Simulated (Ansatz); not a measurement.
Species: AlI (charge 0, singlet). 
Geometry from a B3LYP-D3(BJ)/def2-TZVP (Ansatz, a first-principles code) optimisation:
SMILES: [I][Al]
```xyz
2

Al     0.0000     0.0000    -2.0675
I      0.0000     0.0000     0.5071
```

Wanted: vertical electron affinity (to the doublet state of charge -1; a negative value means that the extra electron is unbound and the number depends on the basis; each state is the SCF solution reached for its spin), in eV. Cores are frozen in the correlated levels unless marked. UHF or UKS for open shells. Spin-orbit coupling is left out. The frozen core is the preceding noble-gas configuration, with the filled d and f shells of earlier blocks. In def2 rows, elements after Kr have scalar-relativistic effective core potentials. Anions need diffuse functions: def2-D sets add few. 

| level | program | vertical electron affinity (eV) |
|---|---|---|
| SVWN5/def2-TZVPD | Ansatz | 0.39 |
| wB97M-V/def2-TZVPD | Ansatz | 0.13 |
| wB97X-V/def2-TZVPD | Ansatz | 0.29 |
| wB97X/def2-TZVPD | Ansatz | 0.32 |
| CCSD/def2-TZVPPD | Ansatz | 0.24 |
| CCSD/def2-QZVPPD | Ansatz | 0.32 |
